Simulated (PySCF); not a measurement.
Two-component Hartree-Fock for Zr(22+) (zirconium, charge +22)

Start: [Ar]. Calculated with PySCF 2.14 in an uncontracted even-tempered set (19 s from 2.7 bohr⁻², ratio 2.4; 14 p from 3.5 bohr⁻², ratio 2.4; 5 d from 17 bohr⁻², ratio 2.6; 4 f from 25 bohr⁻², ratio 2.6): generalised Hartree-Fock with the X2C-1e Hamiltonian and a Gaussian nucleus; one run each with spin-orbit coupling (SO) switched off, then screened by Boettger's factors.

```csv
spinor shell,electrons,"ε, spin-free (eV)","ε, screened SO (eV)",weight of nominal j (screened SO),"rms radius, screened SO (bohr)"
1s1/2,2,-19011.0,-19010.3,1.000,0.0426
2s1/2,2,-3479.9,-3479.7,1.000,0.174
2p1/2,2,-3197.8,-3257.8,1.000,0.152
2p3/2,4,-3197.8,-3169.5,1.000,0.156
3s1/2,2,-1198.1,-1198.0,1.000,0.438
3p1/2,2,-1098.7,-1111.5,1.000,0.429
```

(1) Where does 3p3/2 lie, and what is the 3p spin-orbit splitting (screened SO)?

```json
{"quantity": "E (hartree)", "spin-free": "-3305.70609", "screened SO": "-3306.05818"}
{"quantity": "M_J", "spin-free": "0", "screened SO": "0"}
{"quantity": "⟨J²⟩", "spin-free": "0.000", "screened SO": "0.000"}
{"quantity": "⟨L²⟩", "spin-free": "0.000", "screened SO": "0.004"}
{"quantity": "⟨S²⟩", "spin-free": "0.000", "screened SO": "0.004"}
```

Breit and QED terms are absent; they matter most for the inner s and p1/2 levels.

Densities and radii are taken from the X2C orbitals without a picture-change correction, which distorts them close to the nucleus.

Without spin-orbit coupling the j labels of p, d and f shells carry no meaning; the spin-free column gives the mean over the occupied spinors of each nl shell.

Answers

(1) At -1092.6 eV, 18.946 eV above 3p1/2.
